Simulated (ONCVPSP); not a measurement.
u(r) = r·R(r): atom against pseudo-atom (lithium)

Columns: radius, all-electron u(r) and pseudo u(r) of the 2s shell (level -2.87 eV) of lithium in the configuration [He] 2s1; PBE, scalar-relativistic, ONCV scheme, ONCVPSP 4.0.1.

```
r (bohr)  all-electron  pseudo
   0.103       -0.1226  0.0124
   0.205       -0.1767  0.0249
   0.308       -0.1883  0.0380
   0.410       -0.1734  0.0519
   0.513       -0.1419  0.0673
   0.615       -0.1011  0.0841
   0.718       -0.0548  0.1030
   0.820       -0.0067  0.1235
   0.923        0.0422  0.1459
   1.025        0.0895  0.1693
   1.128        0.1355  0.1941
   1.230        0.1785  0.2193
   1.332        0.2187  0.2451
   1.435        0.2564  0.2716
   1.538        0.2909  0.2985
   1.640        0.3220  0.3251
   1.743        0.3506  0.3515
   1.845        0.3765  0.3766
   1.948        0.4004  0.4004
   2.050        0.4218  0.4218
   2.153        0.4410  0.4410
   2.255        0.4578  0.4578
   2.358        0.4724  0.4724
   2.460        0.4847  0.4847
   2.562        0.4950  0.4950
   2.665        0.5034  0.5034
```

Problem. How many radial nodes do the two functions have?

Solution. The all-electron 2s function has n − l − 1 = 1; the pseudo-wave has 0, since the states of the same l below it are removed with the core.

Problem. At about which radius was the pseudo-wave matched?

Solution. 2.05 bohr. The columns agree to 0.0005 from 1.84 bohr on; several derivatives are matched, so the curves merge somewhat inside the radius.

Problem. Is the pseudo-wave norm-conserving?

Solution. Yes: the ONCV scheme keeps the norm inside the radius equal to the all-electron one, which fixes the energy derivative of the logarithmic derivative at the level.
